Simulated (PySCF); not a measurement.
## Polarisability and C₆ of N²⁺ (nitrogen, charge +2)

[He] 2s2 2p1, 2P determinant. Calculation: PySCF 2.14, in aug-cc-pCVQZ-DK (9s8p6d4f2g, 109 functions); scalar relativity by spin-free X2C-1e. Coupled (time-dependent) response in atomic units; α is the mean over directions.

| method | mean α (bohr³) | α xx, yy, zz | C₆ (like pair) | S(−4) |
| --- | --- | --- | --- | --- |
| UHF | 2.706 | 2.816, 2.485, 2.816 | 3.832 | 9.092 |
| PBE | 2.582 | 2.695, 2.357, 2.695 | 3.665 | 6.840 |
| PBE0 | 2.595 | 2.709, 2.365, 2.709 | 3.681 | 7.027 |
| wB97X | 2.644 | 2.767, 2.399, 2.767 | 3.799 | 7.081 |
| MN15 | 2.571 | 2.640, 2.432, 2.640 | 3.480 | 7.597 |

S(−4) is the Cauchy moment in α(ω) = α(0) + S(−4) ω² + …

α(iu) at UHF:

```
u (hartree)  α(iu) (bohr³)
          0          2.706
     0.0500          2.684
      0.100          2.621
      0.200          2.418
      0.300          2.168
      0.500          1.687
      0.750          1.237
       1.00         0.9387
       1.50         0.5922
       2.00         0.4074
       3.00         0.2263
       5.00        0.09992
```

For an ion, C₆ is the dispersion term alone; charge-induced terms of lower order in 1/R come first.

The components differ because the open shell of this determinant is not spherical; for a pure term their mean is the scalar polarisability.
